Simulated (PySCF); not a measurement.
From orbital energies to excitation energies

Species: cyclo-(Cl2SiS)2.
Bonds: Si1–Cl2, Si1–Cl3, Si1–S4, Si1–S8, S4–Si5, Si5–Cl6, Si5–Cl7, Si5–S8.

Computed, not measured: TDDFT B3LYP/def2-SVPD, vertical, gas phase, core orbitals frozen in the response in PySCF 2.14.0, density-fitted response routines. Geometry: PBE0-D3(BJ)/def2-SVP, one conformer, isolated molecule.

Orbital energies (eV): HOMO-3 -9.33, HOMO-2 -9.19, HOMO-1 -8.53, HOMO -8.02, LUMO -1.86, LUMO+1 -1.60, LUMO+2 -0.89.

Task: Among the lowest singlets, which states do these configurations lead, and at what energies: HOMO-1→LUMO, HOMO→LUMO+1, HOMO→LUMO, HOMO-2→LUMO+1, HOMO-1→LUMO+1, HOMO-3→LUMO, HOMO→LUMO+2, HOMO-1→LUMO+2, HOMO-2→LUMO?

Result: 

```csv
state,leading configuration,weight,Δε (eV),E (eV),E − Δε (eV),f,other configurations
S1,HOMO→LUMO,0.99,6.16,5.01,-1.15,0.0000,–
S2,HOMO→LUMO+1,0.99,6.42,5.46,-0.96,0.0000,–
S3,HOMO-1→LUMO,0.98,6.66,5.59,-1.07,0.0000,–
S4,HOMO-1→LUMO+1,0.91,6.92,5.97,-0.95,0.0094,–
S5,HOMO→LUMO+2,0.91,7.13,6.21,-0.93,0.010,–
S6,HOMO-2→LUMO,0.98,7.33,6.31,-1.02,0.0000,–
S7,HOMO-3→LUMO,0.69,7.46,6.53,-0.93,0.0001,H→L+3 (22%)
S8,HOMO-1→LUMO+2,0.98,7.64,6.65,-0.99,0.0000,–
S9,HOMO-2→LUMO+1,0.91,7.59,6.65,-0.94,0.017,–
```

E − Δε runs from -1.15 to -0.93 eV. By orbital difference alone the order would be S1, S2, S3, S4, S5, S6, S7, S9, S8. Δε is the difference of the two orbital energies.

H and L stand for HOMO and LUMO. The other states: S10 6.72 eV, f 0.0024, H-4→L (96%).

Task: Pair triplets and singlets of the same leading configuration (75% or more in both) and give the splittings.

Result: 

```
configuration  triplet  E(T) (eV)  singlet  E(S) (eV)  E(S) − E(T) (eV)
    HOMO→LUMO       T1       4.75       S1       5.01             +0.25
  HOMO→LUMO+1       T2       5.28       S2       5.46             +0.18
  HOMO-1→LUMO       T3       5.31       S3       5.59             +0.29
```

The 4 triplets are Tamm–Dancoff values, the singlets full response.

Summed over the main configurations (up to three a state, each over 8%) of all 10 singlets, the electron leaves HOMO with weight 3.11, HOMO-1 with weight 2.86, HOMO-2 with weight 1.89 and HOMO-4 with weight 0.96.

The vertical ionisation energy (ΔSCF) is 9.89 eV, 3.17 eV above S10.
